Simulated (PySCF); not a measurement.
Species: Ti(OPh)Cl3, C6H5Cl3OTi (singlet state).
Geometry (PBE0-D3(BJ)/def2-SVP, Å), atoms numbered from 1 in this order:
```xyz
16
C6H5Cl3OTi angstrom
Ti    -0.5000   -1.2715   -2.8472
O     -0.3774   -0.9092   -1.1566
C     -0.1059   -0.2282   -0.0234
C     -0.3320   -0.8440    1.2092
C     -0.0483   -0.1407    2.3762
C      0.4528    1.1599    2.3160
C      0.6704    1.7626    1.0763
C      0.3936    1.0744   -0.1007
H     -0.7232   -1.8625    1.2317
H     -0.2206   -0.6160    3.3444
H      0.6745    1.7050    3.2358
H      1.0615    2.7812    1.0227
H      0.5503    1.5293   -1.0809
Cl     1.4860   -1.8374   -3.5177
Cl    -1.1171    0.5714   -3.8337
Cl    -1.8990   -2.9083   -3.1858
```

Computed with TDDFT CAM-B3LYP/def2-SVPD, vertical, gas phase, core orbitals frozen in the response in PySCF 2.14.0, density-fitted response routines.

Ground-to-excited transition dipoles (e·a0, same axes as the geometry; the sign carries no meaning), for the states with f of 0.002 or more among the lowest 7:

```json
{"state": "S1", "E (eV)": "3.560", "μx": "0.020", "μy": "-0.138", "μz": "-0.114"}
{"state": "S2", "E (eV)": "3.767", "μx": "0.056", "μy": "0.366", "μz": "0.926"}
{"state": "S3", "E (eV)": "4.196", "μx": "-0.053", "μy": "-0.015", "μz": "-0.172"}
{"state": "S4", "E (eV)": "4.363", "μx": "0.118", "μy": "0.502", "μz": "1.168"}
{"state": "S5", "E (eV)": "4.630", "μx": "0.025", "μy": "-0.142", "μz": "-0.138"}
{"state": "S6", "E (eV)": "4.652", "μx": "0.093", "μy": "-0.063", "μz": "0.081"}
{"state": "S7", "E (eV)": "4.695", "μx": "-0.110", "μy": "0.234", "μz": "0.218"}
```

**Question.** Work out the oscillator strengths.

**Answer.** f = (2/3) ΔE |μ|² with ΔE in hartree (27.2114 eV).

| state | \|μ\|² (au) | \|μ\| (D) | f |
| --- | --- | --- | --- |
| S1 | 0.032 | 0.46 | 0.003 |
| S2 | 0.994 | 2.53 | 0.092 |
| S3 | 0.033 | 0.46 | 0.003 |
| S4 | 1.629 | 3.24 | 0.174 |
| S5 | 0.040 | 0.51 | 0.005 |
| S6 | 0.019 | 0.35 | 0.002 |
| S7 | 0.115 | 0.86 | 0.013 |

**Question.** What angle do the transition dipoles of S2 and S7 make?

**Answer.** |cos θ| = |μa·μb| / (|μa| |μb|) = 0.83, so θ ≈ 33° (taken between 0 and 90°, since the signs are arbitrary).

**Question.** What peak molar absorption coefficient would the strongest computed level give as a lone Gaussian band 0.3 eV wide at half height?

**Answer.** ε(max) = 2.175×10⁸ f / FWHM, with the width in cm⁻¹. S4: 2.175×10⁸ × 0.1741 / 2420 ≈ 16000 L mol⁻¹ cm⁻¹.

Hardware: AMD EPYC 9R45, 2 threads (shared host). Cost: 58 s wall, 2.2 min CPU (grids of density and orbitals included), 2.2 GiB resident at most.
